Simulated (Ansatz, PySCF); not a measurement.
TiI3, SMILES [I][Ti+]([I])[I], charge +1, multiplicity 1. Atoms are numbered in the order given.

```xyz
4

Ti     0.0000     0.0000     0.7410
I      2.0380    -1.1766    -0.0469
I     -2.0380    -1.1766    -0.0469
I      0.0000     2.3533    -0.0469
```
Charge +1, spin multiplicity 1.

Geometry: r2SCAN-D4/def2-SVP. The multiplicity is an assumed one; other spin states were not compared. The isomer is the one that the SMILES or the coordinates give; other isomers of the formula were not compared. The def2 effective core potentials stand for the cores of I; spin–orbit coupling is left out.

Two levels are set side by side: PBE-D3(BJ)/def2-SVP (Ansatz, a program for electronic structure) and r2SCAN-D4/def2-SVP (Ansatz). Each level has its own optimised geometry; the coordinates shown are those of the second. Frequencies come from the Hessian of PySCF at each geometry. Differences are taken from unrounded values.

```csv
quantity,r2SCAN-D4
mean bond length (Å),2.482
bond Ti1–I2 (Å),2.482
bond Ti1–I3 (Å),2.482
bond Ti1–I4 (Å),2.482
highest harmonic wavenumber (cm⁻¹),365
mean harmonic wavenumber (cm⁻¹),196
zero-point energy (kcal/mol),1.68
```

Problem. What does PBE-D3(BJ) give, and how far is it from r2SCAN-D4? (Estimate from the structure and the level; the computed values follow.)

Solution. 
```csv
quantity,PBE-D3(BJ),PBE-D3(BJ) minus r2SCAN-D4
mean bond length (Å),2.491,0.009
bond Ti1–I2 (Å),2.491,0.009
bond Ti1–I3 (Å),2.491,0.009
bond Ti1–I4 (Å),2.491,0.009
highest harmonic wavenumber (cm⁻¹),353,-12
mean harmonic wavenumber (cm⁻¹),192,-4
zero-point energy (kcal/mol),1.64,-0.04
```
